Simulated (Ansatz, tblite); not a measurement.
(GeO)n: gap (eV) at several levels, gas phase, relaxed structures; Ansatz, xTB through tblite. Clusters are the lowest isomers that short searches found in that spin, judged at the geometry's level. Singlets are spin-restricted. The structures are stationary points that may keep the symmetry of their start.

```json
{"species": "Ge2O2", "state": "singlet", "geometry": "PBE-D4/def2-SVP", "GFN2-xTB": "3.72", "PBE-D4/def2-TZVP": "2.72", "revPBE-D4/def2-TZVP": "2.75", "B3LYP-D4/6-31G": "3.93", "PBE0-D4/def2-SVP": "4.56", "PBE0-D4/def2-TZVP": "4.62"}
{"species": "Ge3O3", "state": "singlet", "geometry": "r2SCAN-D4/def2-SVP", "GFN2-xTB": "4.33", "PBE-D4/def2-TZVP": "3.23", "revPBE-D4/def2-TZVP": "3.25", "B3LYP-D4/6-31G": "4.56", "PBE0-D4/def2-SVP": "5.10", "PBE0-D4/def2-TZVP": "5.11"}
{"species": "Ge5O5", "state": "singlet", "geometry": "r2SCAN-D4/def2-SVP", "GFN2-xTB": "2.98", "PBE-D4/def2-TZVP": "2.38", "revPBE-D4/def2-TZVP": "2.40", "B3LYP-D4/6-31G": "3.58", "PBE0-D4/def2-SVP": "4.03", "PBE0-D4/def2-TZVP": "4.06"}
```

Over the 3 species that have every level, the mean is 3.68 at GFN2-xTB, 2.78 at PBE-D4/def2-TZVP, 2.80 at revPBE-D4/def2-TZVP, 4.02 at B3LYP-D4/6-31G, 4.56 at PBE0-D4/def2-SVP, 4.59 at PBE0-D4/def2-TZVP. Orbital gaps grow with the share of exact exchange and aren't one observable across functionals.
